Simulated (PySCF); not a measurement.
# Radial density of Mn (manganese, neutral)

UHF, [Ar] 3d5 4s1 5s1, high-spin 8S determinant (an excited configuration). All numbers are calculated (PySCF 2.14, the non-relativistic Hamiltonian (point nucleus), in aug-cc-pVDZ (7s6p4d2f, 59 functions)).

```csv
r (bohr),4πr²ρ (e/bohr),4πr²(ρα − ρβ)
0.00108,0.1474,0.0001
0.00182,0.4020,0.0002
0.00306,1.069,0.0005
0.00515,2.724,0.0012
0.00867,6.468,0.0029
0.0146,13.64,0.0061
0.0245,23.61,0.0098
0.0413,29.85,0.0094
0.0694,25.54,0.0050
0.117,24.59,0.0471
0.196,33.10,0.3148
0.330,18.92,1.3968
0.555,12.64,3.6875
0.934,12.89,4.0026
1.57,3.372,1.8935
2.64,0.7025,0.6757
4.45,0.1330,0.1330
7.48,0.1569,0.1569
12.6,0.04655,0.0466
21.2,6.282e-05,0.0001
```

The outer electron is Rydberg-like, and this basis confines it to a smaller radius and binds it less than a complete one would.
